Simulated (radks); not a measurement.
Trend from Zr to Cd: ionisation energy by Delta-SCF between NIST ground configurations, and size. Calculated with a radial shooting solver on a logarithmic mesh with Libxc functionals: Dirac Kohn-Sham, BLYP, spin-unpolarised, spherical densities, finite nucleus; open shells fill j = l - 1/2 first; Fermi nuclear charge, rms radius of each element as measured or else 0.836 A^(1/3) + 0.57 fm.

Zr: configuration [Kr] 4d2 5s2; IE (eV) 7.046; NIST (eV) 6.634; kind exp.; -e(HOMO) (eV) 3.467 (4d3/2); outermost 5s1/2; <r> outermost (bohr) 3.73
Nb: configuration [Kr] 4d4 5s1; IE (eV) 6.641; NIST (eV) 6.759; kind exp.; -e(HOMO) (eV) 2.939 (4d3/2); outermost 5s1/2; <r> outermost (bohr) 3.74
Mo: configuration [Kr] 4d5 5s1; IE (eV) 6.914; NIST (eV) 7.092; kind exp.; -e(HOMO) (eV) 3.490 (4d5/2); outermost 5s1/2; <r> outermost (bohr) 3.60
Tc: configuration [Kr] 4d5 5s2; IE (eV) 8.105; NIST (eV) 7.119; kind exp.; -e(HOMO) (eV) 4.940 (5s1/2); outermost 5s1/2; <r> outermost (bohr) 3.31
Ru: configuration [Kr] 4d7 5s1; IE (eV) 7.354; NIST (eV) 7.361; kind exp.; -e(HOMO) (eV) 4.232 (5s1/2); outermost 5s1/2; <r> outermost (bohr) 3.39
Rh: configuration [Kr] 4d8 5s1; IE (eV) 7.541; NIST (eV) 7.459; kind exp.; -e(HOMO) (eV) 4.313 (5s1/2); outermost 5s1/2; <r> outermost (bohr) 3.31
Pd: configuration [Kr] 4d10; IE (eV) 8.890; NIST (eV) 8.337; kind exp.; -e(HOMO) (eV) 3.859 (4d5/2); outermost 4d5/2; <r> outermost (bohr) 1.61
Ag: configuration [Kr] 4d10 5s1; IE (eV) 7.873; NIST (eV) 7.576; kind exp.; -e(HOMO) (eV) 4.454 (5s1/2); outermost 5s1/2; <r> outermost (bohr) 3.16
Cd: configuration [Kr] 4d10 5s2; IE (eV) 9.319; NIST (eV) 8.994; kind exp.; -e(HOMO) (eV) 5.650 (5s1/2); outermost 5s1/2; <r> outermost (bohr) 2.90

Reference values: NIST Atomic Spectra Database (exp. = measured, semi-emp. = semi-empirical, theory = theoretical value adopted there). Spin polarisation and multiplet splitting are left out, so open shells lie too high by an amount that depends on their filling.

Beside tabulated values, note that spin-unpolarised runs miss the spin-polarisation part of the exchange energy of open shells.
